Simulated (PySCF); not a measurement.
Ligands exchanged one at a time, Si OCH3-C2H5. Isolated molecules, 0 K electronic values unless said otherwise. One relaxed conformer stands for each flexible species; it need not be the lowest. Strings in code marks are SMILES.

The T1 excitation (TDA) from two functionals at the same geometries (B3LYP-D3(BJ)/def2-SVP), both in PySCF: PBE-D3(BJ)/def2-TZVP and TPSSh-D3(BJ)/def2-TZVP. Excitations are Tamm–Dancoff values on a coarser integration grid. The basis has no diffuse functions, so Rydberg states are missing or too high.

```
species                                            TPSSh-D3(BJ)/def2-TZVP (eV)
-------------------------------------------------  ---------------------------
0 of 4 OCH3 replaced by C2H5                                              7.31
1 of 4 OCH3 replaced by C2H5                                              7.20
2 of 4 OCH3 replaced by C2H5 (`CC[Si](CC)(OC)OC`)                         6.77
4 of 4 OCH3 replaced by C2H5 (`CC[Si](CC)(CC)CC`)                         7.08
```

Task: What does PBE-D3(BJ)/def2-TZVP give for each?

Result: 
- 0 of 4 OCH3 replaced by C2H5: 6.52
- 1 of 4 OCH3 replaced by C2H5: 6.44
- 2 of 4 OCH3 replaced by C2H5 (`CC[Si](CC)(OC)OC`): 6.02
- 4 of 4 OCH3 replaced by C2H5 (`CC[Si](CC)(CC)CC`): 6.40
Over these rows, drawn at random from the members with no instability flagged (it was tested for open shells, ions and some series alone), PBE minus TPSSh-D3(BJ): mean -0.74 eV, from -0.79 eV to -0.68 eV.
